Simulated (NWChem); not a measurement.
Everything below was run with NWChem. System: BF, charge 0, spin multiplicity 1, at a geometry optimised with B3LYP/def2-SVP. The structure started from a generated list of species. Level: MP2/def2-QZVP, 2 core orbitals frozen.

Part of the output:

```
             Northwest Computational Chemistry Package (NWChem) 7.3.0
             --------------------------------------------------------

                                NWChem Input Module
                                -------------------

 Scaling coordinates for geometry "geometry" by  1.889725989
 (inverse scale =  0.529177249)

 Turning off AUTOSYM since
 SYMMETRY directive was detected!

                             Geometry "geometry" -> ""
                             -------------------------

 Output coordinates in angstroms (scale by  1.889725989 to convert to a.u.)

  No.       Tag          Charge          X              Y              Z
 ---- ---------------- ---------- -------------- -------------- --------------
    1 B                    5.0000     0.00000000     0.00000000    -0.81227100
    2 F                    9.0000     0.00000000     0.00000000     0.45126200

 Effective nuclear repulsion energy (a.u.)      18.8463429170

            Nuclear Dipole moment (a.u.)
            ----------------------------
        X                 Y               Z
 ---------------- ---------------- ----------------
     0.0000000000     0.0000000000     0.0000056692

      Symmetry information
      --------------------

 Group name             C2v
 Group number             16
 Group order               4
 No. of unique centers     2

      Symmetry unique atoms

     1    2


 Summary of "ao basis" -> "" (spherical)
 ------------------------------------------------------------------------------
       Tag                 Description            Shells   Functions and Types
 ---------------- ------------------------------  ------  ---------------------
 *                         def2-qzvp                  on all atoms

 Summary of "ao basis" -> "ao basis" (spherical)
 ------------------------------------------------------------------------------
       Tag                 Description            Shells   Functions and Types
 ---------------- ------------------------------  ------  ---------------------
 B                         def2-qzvp                17       57   7s4p3d2f1g
 F                         def2-qzvp                17       57   7s4p3d2f1g

                                 NWChem SCF Module
                                 -----------------

  ao basis        = "ao basis"
  functions       =   114
  atoms           =     2
  closed shells   =     7
  open shells     =     0
  charge          =   0.00
  wavefunction    = RHF
  use symmetry    = T
  symmetry adapt  = T

 Summary of "ao basis" -> "ao basis" (spherical)
 ------------------------------------------------------------------------------
       Tag                 Description            Shells   Functions and Types
 ---------------- ------------------------------  ------  ---------------------
 B                         def2-qzvp                17       57   7s4p3d2f1g
 F                         def2-qzvp                17       57   7s4p3d2f1g

      Symmetry analysis of basis
      --------------------------

        a1         48
        a2         14
        b1         26
        b2         26

 Forming initial guess at       0.2s

      Superposition of Atomic Density Guess
      -------------------------------------

 Sum of atomic energies:        -123.95714736

      Non-variational initial energy
      ------------------------------

 Total energy =    -124.200770
 1-e energy   =    -208.519792
 2-e energy   =      65.472680
 HOMO         =      -0.317194
 LUMO         =       0.036767

      Symmetry analysis of molecular orbitals - initial
      -------------------------------------------------

 !! scf_movecs_sym_adapt:   80 vectors were symmetry contaminated

  Symmetry fudging

 !! scf_movecs_sym_adapt:   72 vectors were symmetry contaminated

  Numbering of irreducible representations:

     1 a1          2 a2          3 b1          4 b2

  Orbital symmetries:

     1 a1          2 a1          3 a1          4 a1          5 b1
     6 b2          7 a1          8 b2          9 b1         10 a1
    11 b1         12 b2         13 a1         14 a1         15 a1
    16 a1         17 a2

 Starting SCF solution at       4.3s

 ----------------------------------------------
[...]
   16    0.3993
   17    0.4179

                       ROHF Final Molecular Orbital Analysis
                       -------------------------------------

 Vector    5  Occ=2.000000D+00  E=-7.452203D-01  Symmetry=b2
              MO Center=  1.7D-31,  3.2D-17,  3.7D-01, r^2= 5.3D-01
   Bfn.  Coefficient  Atom+Function         Bfn.  Coefficient  Atom+Function
  ----- ------------  ---------------      ----- ------------  ---------------
    66      0.360344  2 F  py                69      0.345084  2 F  py
    72      0.320214  2 F  py

 Vector    6  Occ=2.000000D+00  E=-7.452203D-01  Symmetry=b1
              MO Center=  5.8D-17,  9.8D-32,  3.7D-01, r^2= 5.3D-01
   Bfn.  Coefficient  Atom+Function         Bfn.  Coefficient  Atom+Function
  ----- ------------  ---------------      ----- ------------  ---------------
    65      0.360344  2 F  px                68      0.345084  2 F  px
    71      0.320214  2 F  px

 Vector    7  Occ=2.000000D+00  E=-4.050169D-01  Symmetry=a1
              MO Center= -2.3D-16, -1.8D-16, -1.2D+00, r^2= 1.3D+00
   Bfn.  Coefficient  Atom+Function         Bfn.  Coefficient  Atom+Function
  ----- ------------  ---------------      ----- ------------  ---------------
     6      0.490372  1 B  s                  7      0.340013  1 B  s
     5      0.219403  1 B  s                 13     -0.175696  1 B  pz
    10     -0.172499  1 B  pz

 Vector    8  Occ=0.000000D+00  E= 7.026431D-02  Symmetry=b1
              MO Center=  5.6D-16,  3.2D-31, -9.3D-01, r^2= 6.0D+00
   Bfn.  Coefficient  Atom+Function         Bfn.  Coefficient  Atom+Function
  ----- ------------  ---------------      ----- ------------  ---------------
    17      0.959303  1 B  px                11      0.245031  1 B  px
    74     -0.210690  2 F  px

 Vector    9  Occ=0.000000D+00  E= 7.026431D-02  Symmetry=b2
              MO Center= -1.1D-32, -1.8D-16, -9.3D-01, r^2= 6.0D+00
   Bfn.  Coefficient  Atom+Function         Bfn.  Coefficient  Atom+Function
  ----- ------------  ---------------      ----- ------------  ---------------
    18      0.959303  1 B  py                12      0.245031  1 B  py
    75     -0.210690  2 F  py

 Vector   10  Occ=0.000000D+00  E= 1.138023D-01  Symmetry=a1
              MO Center= -2.5D-16,  1.4D-15, -8.9D-01, r^2= 9.6D+00
   Bfn.  Coefficient  Atom+Function         Bfn.  Coefficient  Atom+Function
  ----- ------------  ---------------      ----- ------------  ---------------
    19      1.577145  1 B  pz                 6     -1.190890  1 B  s
    16     -1.055061  1 B  pz                64      0.827153  2 F  s
     7      0.395159  1 B  s                 76     -0.394578  2 F  pz
     5      0.251101  1 B  s                 32     -0.211763  1 B  d  0
    73     -0.202874  2 F  pz                13     -0.190920  1 B  pz

 center of mass
 --------------
 x =   0.00000000 y =   0.00000000 z =  -0.02325575

 moments of inertia (a.u.)
 ------------------
          39.738834308119           0.000000000000           0.000000000000
           0.000000000000          39.738834308119           0.000000000000
           0.000000000000           0.000000000000           0.000000000000

  Mulliken analysis of the total density
  --------------------------------------

    Atom       Charge   Shell Charges
 -----------   ------   -------------------------------------------------------
    1 B    5     4.75   1.02  0.00  0.71  0.24  0.42  0.85  0.52  0.33  0.37  0.14  0.02  0.02  0.07  0.02  0.01  0.02  0.00
    2 F    9     9.25   1.16  0.01  0.63  0.17  0.53  1.03  0.36  1.53  1.88  1.59  0.34  0.00  0.00  0.01  0.00  0.00  0.00

       Multipole analysis of the density wrt the origin
       ------------------------------------------------

     L   x y z        total         open         nuclear
     -   - - -        -----         ----         -------
     0   0 0 0     -0.000000      0.000000     14.000000

     1   1 0 0      0.000000      0.000000      0.000000
     1   0 1 0      0.000000      0.000000      0.000000
     1   0 0 1      0.339476      0.000000      0.000006

     2   2 0 0     -7.718813      0.000000      0.000000
     2   1 1 0      0.000000      0.000000      0.000000
     2   1 0 1     -0.000000      0.000000      0.000000
     2   0 2 0     -7.718813      0.000000      0.000000
     2   0 1 1     -0.000000      0.000000      0.000000
     2   0 0 2    -10.892689      0.000000     18.325479

                   NWChem MP2 Semi-direct Energy/Gradient Module
                   ---------------------------------------------

  Basis functions       =    114
  Molecular orbitals    =    114
  Frozen core           =      2
  Frozen virtuals       =      0
  Active alpha occupied =      5
  Active beta occupied  =      5
  Active alpha virtual  =    107
  Active beta virtual   =    107
  Use MO symmetry       = T
  Use skeleton AO sym   = T

  AO/Fock/Back tols     =   1.0D-09  1.0D-09  1.0D-09

 GA uses MA = F    GA memory limited = T

 Available:
  local mem=  1.26D+08
 global mem=  1.44D+08
 local disk=  0.00D+00
  mp2_memr nvloc                   107
  nvloc new                   107
   1 passes of   5:        7340032                      70713                  11934925.
   1 passes of   5: M    126152449           G      144153208           F     118812417.

 Semi-direct pass number   1 of   1  for RHF alpha+beta  at        6.1s
  vrange nnbf                  6549
  mp2_eaftype                    45  avail_ma_in_mb                  1099
 EAF : mp2_eaftype filesize          45    5967462.
  mp2_eaf for mointskh                     45
Node 0 wrote     28.0 Mb in      0.0 s     Agg I/O rate:  3312.3 Mb/s
 Done moints_semi at       13.6s
  mp2_eaftype                    45  avail_ma_in_mb                  1054
 EAF : mp2_eaftype filesize          45    5967462.
  mp2_eaf for kh                    45
 Done maket at       13.8s
 Done multipass loop at       13.8s

          -------------------------------------------
          SCF energy                -124.168060580867
          Correlation energy          -0.348789181929
          Singlet pairs               -0.224304047847
          Triplet pairs               -0.124485134082
          Total MP2 energy          -124.516849762796
          -------------------------------------------

          ---------------------------------------------------
                    Spin Component Scaled (SCS) MP2
          Same spin pairs                     -0.082990089388
          Same spin scaling factor             0.333333333333
          Opposite spin pairs                 -0.265799092541
          Opposite spin scaling fact.          1.200000000000
          SCS-MP2 correlation energy          -0.346622274179
          Total SCS-MP2 energy              -124.514682855045
          ---------------------------------------------------

 -----------------------
 Performance information
 -----------------------

 Timer overhead =  2.43D-07 seconds/call

               Nr. of calls         CPU time (s)                 Wall time (s)                GFlops
             ---------------    -------------------     ------------------------------   -------------------
Name         Min   Avg   Max    Min     Avg     Max     Min     Avg     Max   Mx/calls   Min     Max     Sum
mp2: moin     1     1     1    7.5     7.5     7.5      7.5     7.5     7.5     7.5      0.0     0.0     0.0
mp2: make     1     1     1   0.17    0.17    0.17     0.17    0.17    0.17    0.17      0.0     0.0     0.0
mp2: tota     1     1     1    7.9     7.9     7.9      7.9     7.9     7.9     7.9      0.0     0.0     0.0

 The average no. of pstat calls per process was 3.00D+00
 with a timing overhead of 7.29D-07s

 Task  times  cpu:       13.7s     wall:       13.7s

 Total times  cpu:       13.8s     wall:       13.8s
```

**Question.** Write an NWChem input that would produce this output.

**Answer.** One answer among several that fit: 
```
start mol
memory heap 200 mb stack 900 mb global 1100 mb
geometry units angstroms nocenter noautoz
  B      0.000000     0.000000    -0.812271
  F      0.000000     0.000000     0.451262
  symmetry group C2v
end
basis spherical
  * library def2-qzvp
end
scf
  rhf
  nopen 0
  maxiter 100
  thresh 1e-7
  semidirect memsize 60000000 filesize 0
end
mp2
  freeze core 2
end
task mp2 energy
```
